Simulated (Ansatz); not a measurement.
Single points on Sn12GeH20, an alloyed cluster cut from the lattice of tin (1 Ge, core).

```yaml
crystal:
  periodic: [false, false, false]
  atoms:
    - {symbol: Sn, position_ang: [0.806939, -4.062781, 0.596301]}
    - {symbol: Sn, position_ang: [-2.627246, 2.628254, -2.574800]}
    - {symbol: Sn, position_ang: [0.925429, -0.926822, -2.706866]}
    - {symbol: Sn, position_ang: [-2.355702, -0.747905, 0.557110]}
    - {symbol: Sn, position_ang: [0.681174, -0.681650, 3.684450]}
    - {symbol: Sn, position_ang: [0.746317, 2.355231, 0.558380]}
    - {symbol: Sn, position_ang: [4.061378, -0.804000, 0.597372]}
    - {symbol: Sn, position_ang: [-4.101380, 0.857421, -0.966219]}
    - {symbol: Sn, position_ang: [-0.789704, -2.438860, -1.064334]}
    - {symbol: Sn, position_ang: [2.381439, -2.381108, 2.217290]}
    - {symbol: Sn, position_ang: [-0.859190, 4.102510, -0.963201]}
    - {symbol: Sn, position_ang: [2.436251, 0.790032, -1.064915]}
    - {symbol: Ge, position_ang: [-0.779739, 0.777803, 2.033705]}
    - {symbol: H, position_ang: [1.813857, -5.108515, -0.359137]}
    - {symbol: H, position_ang: [-0.194460, -5.075764, 1.590790]}
    - {symbol: H, position_ang: [-3.679977, 3.680832, -3.471346]}
    - {symbol: H, position_ang: [-1.705105, 1.709860, -3.723835]}
    - {symbol: H, position_ang: [1.998378, -1.998545, -3.557535]}
    - {symbol: H, position_ang: [0.032501, -0.034248, -3.899020]}
    - {symbol: H, position_ang: [-3.286048, -1.747012, 1.642806]}
    - {symbol: H, position_ang: [-0.366121, -1.616149, 4.709155]}
    - {symbol: H, position_ang: [1.615929, 0.367643, 4.706893]}
    - {symbol: H, position_ang: [1.745895, 3.283483, 1.645409]}
    - {symbol: H, position_ang: [5.110177, -1.809329, -0.356437]}
    - {symbol: H, position_ang: [5.070853, 0.200147, 1.592657]}
    - {symbol: H, position_ang: [-5.145165, -0.137395, -1.935328]}
    - {symbol: H, position_ang: [-5.112260, 1.778850, 0.104667]}
    - {symbol: H, position_ang: [-1.837752, -3.425283, -2.047107]}
    - {symbol: H, position_ang: [3.338377, -3.337623, 3.315355]}
    - {symbol: H, position_ang: [0.135923, 5.147307, -1.931109]}
    - {symbol: H, position_ang: [-1.780864, 5.111936, 0.108725]}
    - {symbol: H, position_ang: [3.422179, 1.838154, -2.048096]}
    - {symbol: H, position_ang: [-1.704781, 1.702027, 2.896718]}
basis:
  gaussian: {orbitals: def2-TZVP, fitting: {mean_field: def2-universal-jkfit}, initial_orbitals: start.molden}
hamiltonian: {xc: {name: r2SCAN0}, dispersion: d4}
scf: {omitted_lower_state_checks: [starts]}
output: {orbitals: {seedname: orbitals}}
```

The file start.molden holds the orbitals of an earlier run on this structure, at another level or in another basis.

```sh
$ ansatz run in.yaml --threads 2 --pin off --events-out ev --progress --plain --max-ram 32768MiB --backend cuda --devices 0, --max-vram 18GiB
```

It prints (some lines left out):

```
Functional definition: r2SCAN0
  name "r2SCAN0"
  cite "Bursch, Neugebauer, Ehlert & Grimme, J. Chem. Phys. 156, 134105 (2022) doi:10.1063/5.0086040"
  cite "Furness, Kaplan, Ning, Perdew & Sun, J. Phys. Chem. Lett. 11, 8208 (2020) doi:10.1021/acs.jpclett.0c02405"
  cite "Furness, Kaplan, Ning, Perdew & Sun, J. Phys. Chem. Lett. 11, 9248 (2020) doi:10.1021/acs.jpclett.0c03077"
  parent r2scan
  parameter a = 0.25
  parameter k0 = 0.174
  parameter k1 = 0.065
  parameter a1 = 4.9479
  exchange = (1 - a)*r2scan_x(k0 = k0, k1 = k1, a1 = a1) + a*exact_x
  correlation = r2scan_c
these checks for a lower state are left out or cut short: starts
3242 factors; integrals over basis functions are off by at most 6.3e-1 eV
mean field evaluation 1: about -126845.7401 eV, gradient 7.5e0 eV
mean field evaluation 2: about -126845.7916 eV, gradient 6.2e-2 eV
mean field evaluation 4: about -126845.8036 eV, gradient 4.5e-5 eV
mean field -126845.80361812 eV, -4661.4973037920 hartree, gradient 6.3e-5 eV, S^2 0.000000; 0 other end points of the search recorded, 0 dependent functions left out
reference -126845.80365441 eV, -4661.4973051260 hartree; 158, 158 occupied and 610, 610 virtual orbitals, 3242 factors
Total energy: -126846.50129780 eV, -4661.5229430473 hartree
Checks for a lower state left out: starts
```

Hardware: 2 threads of AMD EPYC 7R13 on a shared host and a share (18 GiB) of an NVIDIA H100 80GB HBM3. Wall time 11 s.

As the first input, with `gaussian: {orbitals: def2-SVP, fitting: {mean_field: def2-universal-jkfit}, initial_orbitals: start.molden}`, `hamiltonian: {xc: pbe, dispersion: d4}` (abridged; 7 s):

```
Functional definition: PBE
mean field -126808.50737974 eV, -4660.1266923118 hartree, gradient 2.8e-5 eV, S^2 0.000000
Total energy: -126810.52381114 eV, -4660.2007947991 hartree
Checks for a lower state left out: starts
```

First input, but with `gaussian: {orbitals: def2-SVP, fitting: {mean_field: def2-universal-jkfit}, initial_orbitals: start.molden}`, `hamiltonian: {xc: pbe0, dispersion: d4}` (abridged; 8 s):

```
Functional definition: PBE0
mean field -126814.30323514 eV, -4660.3396860694 hartree, gradient 1.7e-5 eV, S^2 0.000000
Total energy: -126816.16148125 eV, -4660.4079753545 hartree
Checks for a lower state left out: starts
```

As the first input, with `gaussian: {orbitals: def2-SVP, fitting: {mean_field: def2-universal-jkfit}, initial_orbitals: start.molden}`, `hamiltonian: {xc: {name: LC-wPBE, parameters: {omega: 0.2/bohr}}}` (abridged; 9 s):

```
Functional definition: LC-wPBE
mean field -126813.73966025 eV, -4660.3189750741 hartree, gradient 2.1e-5 eV, S^2 0.000000
Total energy: -126813.73966033 eV, -4660.3189750770 hartree
Checks for a lower state left out: starts
```

The first input with `gaussian: {orbitals: def2-SVP, fitting: {mean_field: def2-universal-jkfit}, initial_orbitals: start.molden}`, `hamiltonian: {xc: {name: LC-wPBE, parameters: {omega: 0.1/bohr}}}` (abridged; 9 s):

```
Functional definition: LC-wPBE
mean field -126810.28356162 eV, -4660.1919657922 hartree, gradient 2.1e-5 eV, S^2 0.000000
Total energy: -126810.28356196 eV, -4660.1919658046 hartree
Checks for a lower state left out: starts
```

Geometry: PBE-D4/def2-SVP.

In the def2 sets Sn takes a core potential; there is no spin–orbit coupling. Single mean-field runs in def2-SVP, def2-TZVP are fitted with def2-universal-jkfit.
